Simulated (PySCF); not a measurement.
Cl2GeH4OSi, SMILES O[Si](Cl)(Cl)[GeH3]. Atoms are numbered in the order given.

```xyz
9

O      0.7741     1.9558     0.0000
Si     0.5357     0.3217     0.0000
Cl     1.4387    -0.5308    -1.6697
Cl     1.4387    -0.5308     1.6697
Ge    -1.7941    -0.1165     0.0000
H      1.6815     2.2891     0.0000
H     -2.4391     0.4893     1.2600
H     -2.0020    -1.6418     0.0000
H     -2.4391     0.4893    -1.2600
```

The structure is a stationary point at B3LYP-D3(BJ)/def2-SVP. One conformer was computed; it need not be the lowest.

Method: PySCF with B3LYP-D3(BJ)/def2-SVP.

Frequencies are harmonic and unscaled.

Computed vibrational spectrum:
```tsv
mode	ν (cm⁻¹)	IR (km/mol)	Raman (Å⁴/amu)	depolarisation	moving atoms (share of kinetic energy)
1	88	2.5	1.5	0.75	Cl 61 %, Ge 16 %, H 9 %, Si 8 %
2	98	0.0	0.0	–	H 95 %
3	110	1.1	1.2	0.60	Cl 42 %, O 25 %, Ge 17 %, Si 9 %
4	185	4.5	2.5	0.75	Cl 61 %, Si 18 %, O 12 %
5	192	28.6	2.4	0.75	H 63 %, Cl 17 %, O 13 %
6	200	18.9	4.5	0.41	O 39 %, Ge 32 %, Cl 20 %
7	303	87.4	0.9	0.75	O 49 %, H 34 %, Cl 16 %
8	360	16.6	12.3	0.01	Cl 40 %, Si 28 %, O 15 %, Ge 11 %
9	473	47.0	8.9	0.75	H 83 %, Cl 10 %
10	481	21.2	6.3	0.73	H 83 %
11	546	122.4	2.3	0.65	Si 59 %, Cl 25 %, H 11 %
12	583	144.8	1.2	0.75	Si 64 %, Cl 26 %, H 8 %
13	794	216.1	9.3	0.51	H 91 %
14	802	192.9	2.7	0.72	H 70 %, O 19 %, Si 9 %
15	879	35.4	27.4	0.75	H 98 %
16	880	38.0	25.9	0.75	H 99 %
17	929	67.2	3.6	0.38	O 42 %, Si 38 %, H 19 %
18	2135	56.6	294.8	0.01	H 100 %
19	2146	98.3	137.0	0.75	H 98 %
20	2147	92.2	113.5	0.73	H 98 %
21	3845	111.8	185.1	0.32	H 94 %
```
